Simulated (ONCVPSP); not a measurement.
## What one change does to a pseudopotential (neodymium (Nd), ONCV)

```json
{
  "Element": "neodymium",
  "Generator": "ONCVPSP 4.0.1",
  "Type": "optimised norm-conserving Vanderbilt (ONCV)",
  "Functional": "PBE",
  "Relativity": "fully relativistic",
  "Frozen core": "[Kr] 4d10 4f3",
  "Valence charge": "11",
  "Reference configuration": "5s2 5p6 5d1 6s2",
  "Partial waves": "5s+6s: rc 2.45 bohr, ncon 4, nbas 9, qcut 3.9 1/bohr, 2 projectors; 5p: rc 2.45 bohr, ncon 3, nbas 8, qcut 5.5 1/bohr, 1 projector; 5d: rc 2.65 bohr, ncon 3, nbas 6, qcut 3.6 1/bohr, 2 projectors, debl 1.9 Ha",
  "Local potential": "polynomial inside 2.10 bohr (lpopt 5, dvloc0 6 Ha)",
  "Core correction": "Teter function fitted to the true core (icmod 2), fcfact 0.2"
}
```

Open shells are filled in proportion to 2j + 1.

Change: d: qcut 4.4.

Cutoffs: the cutoffs (Ha) at which the residual kinetic energy of the hardest occupied pseudo-wave falls to 1 and 0.1 mHa per electron; they do not see the model core or the augmentation charge, which bear on the density cutoff. Errors are all-electron minus pseudo energies relative to the spin-unpolarised reference configuration.

**Question.** How do hardness, ghosts and transferability respond?

**Answer.** The potential gets neither clearly harder nor softer (6.2 Ha and 15 Ha → 6.7 Ha and 10 Ha); of the 4 tests that both files solve, the error grows in 2 and shrinks in 0 by more than 15 % and 0.3 meV (median size 9.1 → 9.3 meV); neither file shows a bound ghost.

```tsv
quantity	base	changed
cutoff, loose	6.2 Ha	6.7 Ha
cutoff, tight	15 Ha	10 Ha
loose cutoff by channel	s 5.2 Ha, p 6.2 Ha, d 6.2 Ha	s 5.2 Ha, p 6.2 Ha, d 6.7 Ha
bound ghosts	none	none
GHOST(+) flags under 300 eV	none	none
error for 5s2 5p6 5d1 6s1, meV [ΔE 6.27 eV]	0.0	0.0
error for 5s2 5p6 5d1 6s0, meV [ΔE 17.70 eV]	+0.9	+1.3
error for 5s2 5p6 5d0 6s0, meV [ΔE 37.18 eV]	-33	-40
error for 5s2 5p6 5d1 6s1 6p1, meV [ΔE 2.58 eV]	-17	-17
s: phases at 2.48 bohr within 0.05 rad from the reference energy up to (Ha; the scan ends near 5)	3.7	3.7
p3/2: phases at 2.48 bohr within 0.05 rad from the reference energy up to (Ha; the scan ends near 5)	0.7	0.7
p1/2: phases at 2.48 bohr within 0.05 rad from the reference energy up to (Ha; the scan ends near 5)	0.4	0.4
d5/2: phases at 2.68 bohr within 0.05 rad from the reference energy up to (Ha; the scan ends near 5)	to the end of the scan	to the end of the scan
d3/2: phases at 2.68 bohr within 0.05 rad from the reference energy up to (Ha; the scan ends near 5)	to the end of the scan	to the end of the scan
rms error of d²Exc/dni dnj with the model core, mHa	3.01	3.00
```
